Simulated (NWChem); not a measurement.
System: Si$_{4}$H$_{9}$, doublet; SMILES [SiH3][SiH]([SiH3])[SiH2]

NWChem input:

```
start job
memory heap 200 mb stack 900 mb global 1100 mb
geometry units angstroms noautosym nocenter noautoz
  Si    -1.569759     1.620912     0.175744
  Si    -0.033542     0.062946    -0.639281
  Si    -0.553744    -2.075563     0.209154
  Si     2.121681     0.675276     0.080057
  H     -2.995289     1.374063    -0.252073
  H     -1.508629     1.751131     1.677496
  H     -0.093456     0.044020    -2.146737
  H      0.421059    -3.113143    -0.286706
  H     -1.945120    -2.480305    -0.197644
  H     -0.480906    -2.023983     1.711900
  H      3.138197    -0.337968    -0.375019
  H      2.504230     2.028421    -0.456249
  H      2.133014     0.727550     1.584794
end
basis spherical
  Si library def2-svp
  H library def2-svp
end
dft
  odft
  mult 2
  xc b3lyp
  iterations 150
  mulliken
end
task dft energy
esp
  recalculate
  probe 0.07
  range 0.3
  factor 1.0
  spacing 0.02
end
task esp
```

Excerpt of the output:

```
             Northwest Computational Chemistry Package (NWChem) 7.3.0
             --------------------------------------------------------

                             Geometry "geometry" -> ""
                             -------------------------

 Output coordinates in angstroms (scale by  1.889725989 to convert to a.u.)

  No.       Tag          Charge          X              Y              Z
 ---- ---------------- ---------- -------------- -------------- --------------
    1 Si                  14.0000    -1.56975900     1.62091200     0.17574400
    2 Si                  14.0000    -0.03354200     0.06294600    -0.63928100
    3 Si                  14.0000    -0.55374400    -2.07556300     0.20915400
    4 Si                  14.0000     2.12168100     0.67527600     0.08005700
    5 H                    1.0000    -2.99528900     1.37406300    -0.25207300
    6 H                    1.0000    -1.50862900     1.75113100     1.67749600
    7 H                    1.0000    -0.09345600     0.04402000    -2.14673700
    8 H                    1.0000     0.42105900    -3.11314300    -0.28670600
    9 H                    1.0000    -1.94512000    -2.48030500    -0.19764400
   10 H                    1.0000    -0.48090600    -2.02398300     1.71190000
   11 H                    1.0000     3.13819700    -0.33796800    -0.37501900
   12 H                    1.0000     2.50423000     2.02842100    -0.45624900
   13 H                    1.0000     2.13301400     0.72755000     1.58479400

 Effective nuclear repulsion energy (a.u.)     315.1730421920

                                 NWChem DFT Module
                                 -----------------

 Summary of "ao basis" -> "ao basis" (spherical)
 ------------------------------------------------------------------------------
       Tag                 Description            Shells   Functions and Types
 ---------------- ------------------------------  ------  ---------------------
 Si                         def2-svp                 8       18   4s3p1d
 H                          def2-svp                 3        5   2s1p

            General Information
            -------------------
          SCF calculation type: DFT
          Wavefunction type:  spin polarized.
          No. of atoms     :    13
          No. of electrons :    65
           Alpha electrons :    33
            Beta electrons :    32
          Charge           :     0
          Spin multiplicity:     2
          Use of symmetry is: off; symmetry adaption is: off
          Maximum number of iterations: 150
          AO basis - number of functions:   117
                     number of shells:    59
          Convergence on energy requested:  1.00D-06
          Convergence on density requested:  1.00D-05
          Convergence on gradient requested:  5.00D-04

              XC Information
              --------------
                         B3LYP Method XC Potential
                     Hartree-Fock (Exact) Exchange  0.200
                        Slater Exchange Functional  0.800 local
                    Becke 1988 Exchange Functional  0.720 non-local
              Lee-Yang-Parr Correlation Functional  0.810
                  VWN I RPA Correlation Functional  0.190 local

             Grid Information
             ----------------
          Grid used for XC integration:  medium
          Radial quadrature: Mura-Knowles
          Angular quadrature: Lebedev.
          Tag              B.-S. Rad. Rad. Pts. Rad. Cut. Ang. Pts.
          ---              ---------- --------- --------- ---------
          Si                  1.10       88          12.0       590
          H                   0.35       45          14.0       434
          Grid pruning is: on
          Number of quadrature shells:   757
          Spatial weights used:  Erf1

      Superposition of Atomic Density Guess
      -------------------------------------

[...]

                     NWChem Electrostatic Potential Fit Module
                     -----------------------------------------

 Atom parameters

 Number of atoms is                                   13
 Number of basis functions is                        117

 Grid parameters

 Maximum number of grid points is                  60975
 Number of grid points is                          60974
 Grid range                                     0.300000 nm
 Grid spacing                                   0.020000 nm
 Probe radius                                   0.070000 nm
 Atom radius factor                             1.000000

 Atomic radii

    1    0.100000
   14    0.187000
 FASTESP  F
  using M.O. file = ./job.movecs

    Atom              Coordinates                           Charge

                                                  ESP

    1 Si   -0.156976    0.162091    0.017574   -0.000791
    2 Si   -0.003354    0.006295   -0.063928    0.176927
    3 Si   -0.055374   -0.207556    0.020915    0.309250
    4 Si    0.212168    0.067528    0.008006    0.283504
    5 H    -0.299529    0.137406   -0.025207   -0.028021
    6 H    -0.150863    0.175113    0.167750   -0.033391
    7 H    -0.009346    0.004402   -0.214674   -0.105324
    8 H     0.042106   -0.311314   -0.028671   -0.107792
    9 H    -0.194512   -0.248031   -0.019764   -0.098734
   10 H    -0.048091   -0.202398    0.171190   -0.103915
   11 H     0.313820   -0.033797   -0.037502   -0.098873
   12 H     0.250423    0.202842   -0.045625   -0.099477
   13 H     0.213301    0.072755    0.158479   -0.093363
                                            ------------
                                                0.000000

 Dipole moment                                  0.083452

 Quadrupole moment Qxx                         -1.799622
                   Qyy                          0.104258
                   Qzz                          1.695363

 RMS deviation kJ/mol                           0.058224

 RRMS %                                        67.106932
```

Level: B3LYP/def2-SVP, spin-unrestricted. Structure relaxed at the PBE-D3(BJ)/def2-SVP, spin-unrestricted level. No stability test was run on the SCF state.
